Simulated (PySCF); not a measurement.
Species: C8H6N (charge +1).
Atom-mapped SMILES: `[N:1]#[C:2][c:3]1[cH:4][cH:5][cH:6][cH:7][cH:8][cH+:9]1` (hydrogens: H10 on C4; H11 on C5; H12 on C6; H13 on C7; H14 on C8; H15 on C9)
Bond orders are those of one Lewis drawing.

Method: B3LYP/def2-SV(P) geometry optimisation, gas phase in PySCF; density fitting, grid level 1; the optimiser is geomeTRIC in internal coordinates, started from a GFN2-xTB structure.

Step 0: E = -9867.1392 eV
```
atom  x, y, z in Å  |  force x, y, z in eV/Å
N1      3.8027   -0.7307   -0.0411    2.234  -0.430  -0.024
C2      2.6807   -0.5135   -0.0288   -1.700   0.333   0.016
C3      1.2783   -0.2439   -0.0147    0.292  -0.054   0.004
C4      0.9203    1.1103   -0.0068   -0.034   0.043  -0.003
C5     -0.3520    1.6620    0.0061   -0.044   0.020   0.003
C6     -1.5851    1.0116    0.0161   -0.028   0.059  -0.001
C7     -1.8464   -0.3534    0.0155   -0.045  -0.047   0.000
C8     -0.9407   -1.4131    0.0034   -0.051  -0.003   0.004
C9      0.4453   -1.3699   -0.0094   -0.043  -0.030  -0.004
H10     1.7504    1.8097   -0.0121    0.235   0.254  -0.002
H11    -0.3911    2.7453    0.0097   -0.010   0.427   0.000
H12    -2.4548    1.6589    0.0257   -0.346   0.246   0.005
H13    -2.8937   -0.6337    0.0262   -0.413  -0.100   0.001
H14    -1.3770   -2.4054    0.0047   -0.169  -0.394   0.002
H15     0.9588   -2.3263   -0.0165    0.123  -0.324  -0.003
```

**Question.** Estimate the geometry and energy of step 1. (The exact step hangs on the optimiser's Hessian estimate; all steps are aligned on step 0, rigid shifts and turns removed.)

**Answer.** E = -9867.1988 eV, largest force 0.100 eV/Å
```
atom  x, y, z in Å  |  force x, y, z in eV/Å
N1      3.8537   -0.7397   -0.0418    0.038  -0.004  -0.001
C2      2.7147   -0.5193   -0.0296    0.028  -0.008   0.000
C3      1.3040   -0.2490   -0.0146   -0.098   0.020   0.000
C4      0.9244    1.1115   -0.0070    0.093   0.038   0.000
C5     -0.3578    1.6655    0.0068   -0.020   0.074   0.000
C6     -1.6027    1.0197    0.0165   -0.047   0.031   0.001
C7     -1.8657   -0.3543    0.0153   -0.056  -0.011   0.001
C8     -0.9474   -1.4143    0.0041   -0.046  -0.061   0.000
C9      0.4488   -1.3732   -0.0092    0.072  -0.070   0.000
H10     1.7523    1.8295   -0.0128   -0.018  -0.014   0.000
H11    -0.3920    2.7616    0.0102    0.004  -0.030   0.000
H12    -2.4807    1.6763    0.0265    0.021  -0.011   0.000
H13    -2.9242   -0.6400    0.0243    0.024   0.002   0.000
H14    -1.3845   -2.4201    0.0058    0.016   0.026   0.000
H15     0.9529   -2.3462   -0.0165   -0.010   0.019   0.000
```

The energy changes by -0.0596 eV. The first-order estimate −F·Δx gives -0.1198 eV and the mean of the old and new forces, exact on a quadratic surface, -0.0604 eV. The step makes an angle of 65° with the force vector and moves no atom by more than 0.052 Å.

What follows is the cost of the whole optimisation. Hardware: an Arm Neoverse N1 with one thread, no GPU, shared host. Cost: 45 s of wall time, 0.62 GiB resident at most.
